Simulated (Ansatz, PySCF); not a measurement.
System: ammonia borane, sum formula BNH6 (charge 0, singlet). SMILES: [BH3-][NH3+]
Geometry: optimised at B3LYP-D3(BJ)/def2-TZVP (Ansatz, a first-principles code).

Quantity: vertical triplet-singlet gap (E(triplet) - E(singlet); each state is the SCF solution reached for its spin; the molecule has degenerate orbitals, so one determinant may break the symmetry; for the triplet the Hartree-Fock reference is unstable and T1 is 0.027), in kJ/mol. Correlated levels leave the core frozen unless marked. UHF or UKS for open shells. Spin-orbit coupling is left out. Non-relativistic. 

| level | program | vertical triplet-singlet gap (kJ/mol) |
|---|---|---|
| HF/aug-cc-pVTZ | Ansatz | 623.3 |
| HF/aug-cc-pVQZ | Ansatz | 623.2 |
| HF/def2-QZVPPD | Ansatz | 633.5 |
| SVWN5/def2-TZVPD | Ansatz | 596.5 |
| PBE/def2-TZVPD | Ansatz | 604.3 |
| r2SCAN/def2-TZVPD | Ansatz | 623.5 |
| B3LYP/def2-TZVPD | Ansatz | 632.9 |
| PBE0/def2-TZVPD | Ansatz | 635.1 |
| BHLYP/def2-TZVPD | Ansatz | 660.5 |
| M06-2X/def2-TZVPD | PySCF | 660.1 |
| CAM-B3LYP/def2-TZVPD | Ansatz | 652.2 |
| wB97M-V/def2-TZVPD | Ansatz | 673.0 |
| wB97X-V/def2-TZVPD | Ansatz | 679.7 |
| B2PLYP/def2-TZVPD | Ansatz | 651.6 |
| RI-MP2/def2-QZVPPD | Ansatz | 675.6 |
| CCSD/def2-SVPD | Ansatz | 693.6 |
| CCSD/def2-TZVPPD | Ansatz | 673.9 |
| CCSD(T)/aug-cc-pVDZ | Ansatz | 650.9 |
| CCSD(T)/def2-SVPD | Ansatz | 687.9 |
| CCSD(T)/def2-TZVPPD | Ansatz | 668.4 |
